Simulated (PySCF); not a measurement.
Vertical excitations of a molecule C3H11NSi2 from TDA-PBE/def2-SVPD (PySCF 2.14.0), as energy in eV (oscillator strength): 4.73 (0.008), 5.51 (0.015), 5.72 (0.005), 5.95 (0.008), 6.17 (0.003), 6.19 (0.026). Lowest triplet (TDA): 3.97 eV. Coordinates come from a PBE0-D3(BJ)/def2-SVP optimisation. The values are those of a single conformer.

Which molecule gave these data?
A. C/C=C/[Si@@H](N)[SiH3]
B. C=C([SiH2]C)[SiH2]N
C. C=C([SiH3])C[SiH2]N
D. C[C@H]1N[Si@@H](C)[SiH2]1

C, C=C([SiH3])C[SiH2]N
